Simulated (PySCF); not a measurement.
Start geometry of `FC=C1CC(F)C1` from a GFN2-xTB structure with every atom displaced at random (by about 0.01 Å) (Å):
```
atom  x, y, z in Å
F1     2.6364    0.5890    1.1728
C2     1.9635   -0.1425    0.2546
C3     0.6531   -0.0272    0.0483
C4    -0.3833    0.8148    0.6669
C5    -1.4402   -0.0514   -0.1054
F6    -2.2912    0.6713   -0.9045
C7    -0.2812   -0.7497   -0.8423
H8     2.6477   -0.8110   -0.2640
H9    -0.4093    1.8522    0.3475
H10   -0.4890    0.7947    1.7660
H11   -2.0715   -0.6974    0.5309
H12   -0.2236   -0.4355   -1.8778
H13   -0.3056   -1.8242   -0.8036
```

What comes out of this run: PBE0-D3(BJ)/def2-SVP geometry optimisation, gas phase (PySCF)?

```
atom  x, y, z in Å
F1     2.0592    0.5044    1.9887
C2     1.7738   -0.1722    0.8752
C3     0.6515    0.0326    0.2004
C4    -0.5803    0.8580    0.4703
C5    -1.3299   -0.1487   -0.4191
F6    -2.2113    0.3711   -1.3201
C7     0.0120   -0.6438   -0.9864
H8     2.5477   -0.8942    0.5989
H9    -0.5395    1.8404   -0.0298
H10   -0.9063    0.9928    1.5115
H11   -1.8471   -0.9230    0.1709
H12    0.2261   -0.1089   -1.9275
H13    0.1583   -1.7230   -1.1387
```

The energy falls by 13.4 kJ/mol over 18 energy and gradient evaluations, the largest force component goes from 0.0374 to 2.8e-04 Eh/bohr, and the atoms move by 0.250 Å rms after alignment. The bond that changes most is C3–C4 (fully substituted alkene carbon to allylic carbon), which lengthens by 0.035 Å. Bonds longer at the end by more than 0.005 Å: 6 of 13; shorter: 4. Among the angles that change most is C5–C4–H10, from 114.5° to 118.9°. Among the dihedrals that turn most is C2–C3–C4–H10, from -54° to -32°. Rotational constants go from 8100, 1370, 1235 to 8458, 1365, 1222 MHz. The orientation of the end geometry is arbitrary; only internal coordinates are fixed.

The run used 128 basis functions and 122 SCF cycles in all.

No PBE0-D3(BJ)/def2-SVP frequencies stand behind this structure, so it isn't proved a minimum. The numbers are those of one conformer.
